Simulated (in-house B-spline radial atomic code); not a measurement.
Configurations of As²⁺, with energies counted from [Ar] 3d10 4s2 4p1. Level of theory: Dirac-Hartree-Fock, average of configuration, Fermi nucleus of rms radius 4.0968 fm; calculated with a B-spline radial code for spherical atoms. Energies include first-order Breit, QED and recoil terms.

Occupations are held fixed; configurations that lie above the ionisation limit could autoionise.

| configuration | E - E(ref) (eV) | highest orbital | its <r> (bohr) |
| --- | --- | --- | --- |
| [Ar] 3d10 4s2 4d1 | 13.518 | 4d5/2 | 3.46 |
| [Ar] 3d10 4s2 5f1 | 22.406 | 5f5/2 | 10.3 |
| [Ar] 3d10 4s2 6d1 | 22.48 | 6d5/2 | 11.6 |
| [Ar] 3d10 4s1 4p1 4d1 | 22.945 | 4d5/2 | 3.37 |
| [Ar] 3d10 4s2 8f1 | 25.43 | 8f5/2 | 29.65 |
| [Ar] 3d10 4s1 4p1 4f1 | 29.359 | 4f5/2 | 5.815 |
| [Ar] 3d10 4s1 4p1 7d1 | 33.716 | 7d5/2 | 17.03 |
| [Ar] 3d10 4s1 4p1 6g1 | 33.721 | 6g9/2 | 14.65 |

Order these further configurations by energy, lowest first.
A. [Ar] 3d10 4s1 4p1 8g1
B. [Ar] 3d10 4s1 4p1 7g1
C. [Ar] 3d10 4s2 6f1
D. [Ar] 3d10 4s2 8s1
E. [Ar] 3d9 4s2 4p1 8f1

D (23.881 eV), C (23.922 eV), B (34.624 eV), A (35.21 eV), E (70.201 eV).

How far above the reference does [Ar] 3d10 4s1 4p2 lie?

9.9602 eV; its least bound orbital is 4p3/2 with <r> = 2.175 bohr.

How far above the reference does [Ar] 3d9 4s2 4p1 7g1 lie?

69.642 eV; its least bound orbital is 7g9/2 with <r> = 21.14 bohr.

How far above the reference does [Ar] 3d9 4s2 4p1 8s1 lie?

68.606 eV; its least bound orbital is 8s1/2 with <r> = 17.36 bohr.
